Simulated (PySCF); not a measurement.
# Hartree-Fock beside MP2: F2H2Si

All numbers below are calculated, not measured. The program is PySCF 2.14.0, an open-source quantum chemistry code, run on an isolated molecule that a program drew, which may never have been made. The molecule is F2H2Si (charge 0, singlet), drawn as the SMILES string `F[SiH2]F`.

The geometry was optimised and harmonic frequencies were computed with HF and MP2, all in the cc-pV(D+d)Z basis, for the commonest isotopes, with a restricted reference for singlets and an unrestricted one otherwise, and a frozen core in MP2. Each result is a local minimum of its method.

Geometry at the HF minimum:
```xyz
5
F2H2Si, angstrom
F     0.2771    0.2921   -0.4747
Si   -0.6496   -0.1368    0.7567
F    -1.8342   -1.0389    0.1720
H     0.1443   -0.9490    1.6765
H    -1.2290    1.0686    1.3459
```

Lengths of the bonds as drawn, in Å (atoms numbered as above):
```
bond,HF,MP2
F1-Si2,1.600,1.619
Si2-F3,1.600,1.619
Si2-H4,1.462,1.467
Si2-H5,1.462,1.467
```

Rotational constants, in GHz:
```
constant,HF,MP2
A,24.08,24.05
B,7.634,7.368
C,6.234,6.054
```

Harmonic frequencies in cm^-1, each column in rising order, so a row needn't be the same motion in every method:
| rank | HF | MP2 |
|---|---|---|
| 1 | 329 | 313 |
| 2 | 758 | 722 |
| 3 | 790 | ? |
| 4 | 879 | 841 |
| 5 | 935 | 900 |
| 6 | 1043 | 1006 |
| 7 | 1051 | 1016 |
| 8 | 2415 | 2358 |
| 9 | 2420 | 2370 |

**Estimate the missing MP2 frequency from the HF column.**

A single factor s that minimises the squared misfit of MP2 against s times HF over the other rows is sum(HF x MP2) / sum(HF^2) = 0.9733, with an rms misfit of 11 cm^-1. For rank 3 it gives 0.9733 x 790 = 769 cm^-1. The calculation gives 758 cm^-1, 11 cm^-1 below the estimate. The drawn bonds are on average 0.8 % longer in MP2 than in HF.
